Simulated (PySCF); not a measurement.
Z-matrix (Å, degrees):
```
Y
Cl 1 2.4433
Cl 1 2.4433 2 120.01
Cl 1 2.4434 2 119.99 3 179.97
```
Charge 0, multiplicity 1.

**Question.** Estimate the charge on the central atom (Mulliken), LUMO and HOMO–LUMO gap that TPSSh-D3(BJ)/def2-TZVP // PBE-D3(BJ)/def2-SVP (PySCF) returns for this input.

**Answer.** 
The charge on the central atom (Mulliken) comes out as 1.30 e, the LUMO is -3.17 eV and the HOMO–LUMO gap is 5.22 eV.
